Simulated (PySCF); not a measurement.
C7H7N3.
Atom-mapped SMILES: `[CH:1]#[C:2][c:3]1[n:4][n:5]([CH:6]=[CH2:7])[n:8][c:9]1[CH3:10]`

Cartesian coordinates in Å at the GFN2-xTB level; atoms count from 1:
```
atom  x, y, z in Å
C1    -2.5507    2.3457    0.7259
C2    -1.6751    1.5613    0.4828
C3    -0.6822    0.6138    0.1897
N4     0.6219    0.8576    0.2324
N5     1.1886   -0.2805   -0.1063
C6     2.5576   -0.4613   -0.1864
C7     3.4260    0.5039    0.0740
N8     0.3394   -1.2620   -0.3712
C9    -0.8612   -0.7443   -0.1973
C10   -2.1254   -1.4919   -0.3858
H11   -3.3049    3.0414    0.9415
H12    2.8250   -1.4647   -0.4803
H13    4.4838    0.3343    0.0037
H14    3.0869    1.4831    0.3623
H15   -1.9051   -2.5120   -0.6878
H16   -2.7352   -1.0098   -1.1492
H17   -2.6965   -1.5027    0.5421
```

Definitions: NICS(0) = −σiso at the ring centroid; NICS(1) = −σiso and NICS(1)zz = −σzz at ±1 Å along the ring normal z. Level: GIAO PBE0/pcSseg-1 (PySCF, non-relativistic, gas phase) on the GFN2-xTB geometry, one conformer.

Ring bond lengths (Å), with Mayer bond orders in brackets: C3–N4 1.327 (1.42), N4–N5 1.316 (1.24), N5–N8 1.325 (1.17), N8–C9 1.319 (1.53), C9–C3 1.423 (1.24).

Q: What do the NICS probes read (ppm)?

A: 
| ring | type | NICS(0) | NICS(1), two faces | NICS(1)zz, two faces | rms pucker (Å) | centre to ring atoms, mean (Å) |
| --- | --- | --- | --- | --- | --- | --- |
| C3–N4–N5–N8–C9 | 5-membered ring with 3 N; formal bonds all aromatic | -11.4 | -12.0 / -12.0 | -27.9 / -27.9 | 0.00 | 1.14 |

Q: What do they say, and how far can they be read as aromaticity?

A: 
- C3–N4–N5–N8–C9: mean NICS(1)zz -27.9 ppm, shielded. For a flat ring without four-coordinate atoms the NICS criterion counts such a value as aromatic.

Q: How equal are the bonds by HOMA? HOMA = 1 − mean of α(R − Ropt)² over the ring bonds, with Krygowski's 1993 parameters (CC: Ropt 1.388 Å, α 257.7 Å⁻²; CN: Ropt 1.334 Å, α 93.52 Å⁻²; NN: Ropt 1.309 Å, α 130.33 Å⁻²).

A: 
- C3–N4–N5–N8–C9: HOMA 0.92; the largest term is that of C9–C3, α(R − Ropt)² = 0.32. The geometric and the magnetic index point the same way.

Q: List the ring angles and the Hirshfeld charges of the ring atoms.

A: 
- C3–N4–N5–N8–C9: C3 107.9° (+0.022 e), N4 104.8° (-0.107 e), N5 114.6° (+0.100 e), N8 105.4° (-0.130 e), C9 107.2° (+0.042 e); sum 540.0° against 540° for a flat convex ring.
